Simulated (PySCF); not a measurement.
Computed shifts of a molecule C2H8FNSi2, PBE/pcSseg-1 (PySCF), GIAO, gas phase, atoms alike by connectivity averaged where their shifts nearly agree, in ppm (number of nuclei): ¹⁵N: 30.4 (1). ²⁹Si: -15.3 (1), -85.5 (1). ¹³C: 102.4 (1), 14.7 (1). ¹⁹F: -205.3 (1). ¹H: 5.23 (1), 5.20 (1), 4.31 (1), 4.04 (1), 2.19 (1), 1.59 (1), 1.20 (1), 1.04 (1). References: ¹⁵N against NH3 (σ = 267.0 ppm); ²⁹Si against TMS (σ = 335.4 ppm); ¹³C against TMS (σ = 182.0 ppm); ¹⁹F against CFCl3 (σ = 133.6 ppm); ¹H against TMS (σ = 31.49 ppm), references at their B3LYP-D3(BJ)/def2-TZVP geometries, non-relativistic. Geometry: r2SCAN-D4/def2-SVP. One conformer was computed; it need not be the lowest.

### Question
Which structure fits?
A. CN1[SiH2]C[Si@H]1F
B. N[SiH2]/C=C(/F)[SiH3]
C. N[SiH2]/C(F)=C\[SiH3]
D. N[Si@H]1[SiH2]C[C@@H]1F

### Answer
D, N[Si@H]1[SiH2]C[C@@H]1F
